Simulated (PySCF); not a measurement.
Several orderings of computed values.

Species are written as SMILES; each is one conformer at its optimised geometry, gas phase, non-relativistic unless stated. Electronic properties by PySCF.

Dipoles, sizes and rotational constants follow the conformer. The torsions of the flexible species, by atom-mapped SMILES:
- `[O:1]=[CH:2][c:3]1[cH:4][cH:5][cH:6][c:7]([F:8])[cH:9]1`: O1–C2–C3–C4 0°
- `[CH3:1][CH2:2][O:3][CH2:4][O:5][C:6]([CH3:7])=[O:8]`: C1–C2–O3–C4 65°, C2–O3–C4–O5 69°, O3–C4–O5–C6 -105°, C4–O5–C6–C7 179°
- `[F:1][C:2]([F:3])([F:4])[CH:5]([Cl:6])[Cl:7]`: F1–C2–C5–Cl6 -61°
- `[F:1][C:2]([F:3])([F:4])[c:5]1[cH:6][n:7][n:8][cH:9][n:10]1`: F1–C2–C5–C6 -44°
- `[CH3:1][B:2]([CH3:3])[NH:4][SiH2:5][NH2:6]`: C1–B2–N4–Si5 179°, B2–N4–Si5–N6 151°, H–N6–Si5–N4 147°, H–N6–Si5–N4 -68°
- `[SiH3:1][S:2][SiH2:3][GeH2:4][GeH3:5]`: Si1–S2–Si3–Ge4 -65°, S2–Si3–Ge4–Ge5 -36°
- `[CH3:1][CH:2]([CH3:3])/[C:4]([F:5])=[P:6]/[C:7]([F:8])([F:9])[F:10]`: C1–C2–C4–F5 60°, C4–P6–C7–F8 62°

The conformers of `[SiH3]O[SiH](O[SiH3])O[SiH2]S` aren't listed.

Question: Rank by HOMO energy, lowest first (wB97X-D/def2-SVPD at GFN2-xTB geometries).
A. `FC(F)(F)C(Cl)Cl` (C2HCl2F3)
B. `CCOCOC(C)=O` (C5H10O3)
C. `O=Cc1cccc(F)c1` (C7H5FO)
D. `NC#P` (CH2NP)

Answer: A (-11.31 eV), B (-9.82 eV), C (-9.51 eV), D (-8.03 eV).

Question: Rank by HOMO–LUMO gap, highest first (wB97X-D/def2-SVPD at GFN2-xTB geometries).
A. `FC(F)(F)C1=NC=NN=C1` (C4H2F3N3)
B. `P#CN` (CH2NP)
C. `FC(F)(F)C(Cl)Cl` (C2HCl2F3)
D. `CCOCOC(C)=O` (C5H10O3)

Answer: C (12.30 eV), D (11.68 eV), B (8.91 eV), A (8.38 eV).

Question: Rank by static isotropic polarisability, highest first (wB97X-D/def2-SVPD at GFN2-xTB geometries).
A. `NC#P` (CH2NP)
B. `O=Cc1cccc(F)c1` (C7H5FO)
C. `FC(F)(F)C(Cl)Cl` (C2HCl2F3)
D. `CC(OCOCC)=O` (C5H10O3)
E. `FC(F)(F)c1cnncn1` (C4H2F3N3)

Answer: B (83.4 au), D (71.7 au), E (65.4 au), C (54.9 au), A (46.2 au).

Question: Give the two extremes of that set as polarisability volumes in Å³.

Answer: `NC#P` (CH2NP): 6.84 Å³; `O=Cc1cccc(F)c1`: 12.35 Å³.

Question: Rank by lowest singlet excitation, highest first (TDDFT wB97X-D/def2-SVPD at GFN2-xTB geometries).
A. `O=CC1=CC=CC(F)=C1` (C7H5FO)
B. `FC(F)(F)C(Cl)Cl` (C2HCl2F3)
C. `C(N)#P` (CH2NP)
D. `CCOCOC(C)=O` (C5H10O3)
E. `FC(F)(F)c1cnncn1` (C4H2F3N3)

Answer: B (7.16 eV), D (5.97 eV), A (3.86 eV), C (3.44 eV), E (3.05 eV).

Question: Rank by vertical ionisation energy, highest first (ΔSCF CAM-B3LYP/def2-SVPD at PBE0-D3(BJ)/def2-SVP geometries).
A. `[SiH3]S[SiH2][GeH2][GeH3]`
B. `[SiH3]O[SiH](O[SiH3])O[SiH2]S`
C. `N([SiH2]N)B(C)C`
D. `CC(C)/C(F)=P/C(F)(F)F`

Answer: B (10.00 eV), C (9.74 eV), D (9.63 eV), A (9.08 eV).

Question: Rank by lowest triplet excitation (Tamm–Dancoff), highest first (TDA wB97X-D/def2-SVPD at GFN2-xTB geometries).
A. `FC(F)(F)c1cnncn1` (C4H2F3N3)
B. `NC#P` (CH2NP)
C. `CCOCOC(C)=O` (C5H10O3)
D. `FC(F)(F)C(Cl)Cl` (C2HCl2F3)
E. `O=Cc1cccc(F)c1` (C7H5FO)

Answer: D (6.37 eV), C (5.50 eV), E (3.37 eV), B (3.08 eV), A (2.37 eV).
